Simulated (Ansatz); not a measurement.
Calculated with Ansatz (gas phase, PBE0-D4/def2-TZVP geometries, no zero-point term in ΔE). CBS: MP2 limit from def2 TZ/QZ plus the TZ coupled-cluster correction, frozen cores. This one scheme is used for every species. One conformer a species, not always the lowest.

Reaction (formal exchange of groups at a B–C bond): `C#CBO` + `N=C[SiH3]` → `N=C([SiH3])BO` + `C#C`

```
        species  CCSD(T)/CBS(def2) energy (Eh)
        `C#CBO`                     -177.86821
    `N=C[SiH3]`                     -384.79808
`N=C([SiH3])BO`                     -485.42439
          `C#C`                      -77.22717
```

**Question.** Work out ΔE.

**Answer.** ΔE = (-485.42439) + (-77.22717) − (-177.86821) − (-384.79808) = 0.01473 Eh = +38.7 kJ/mol.

Largest T1 diagnostic among the species: 0.015.

The D4 term adds −5.5 kJ/mol with B3LYP and −3.1 kJ/mol with PBE0; it sums over pairs of atoms, weighted by their polarisabilities, and B3LYP, whose exchange is more repulsive, gets the larger term. In def2-TZVPP, CCSD(T) changes the Hartree–Fock value by −10.3 kJ/mol (the triples alone add −1.3 kJ/mol) and MP2 by −8.2 kJ/mol.

B3LYP here is the variant with VWN-RPA as its local correlation; programs differ in this.
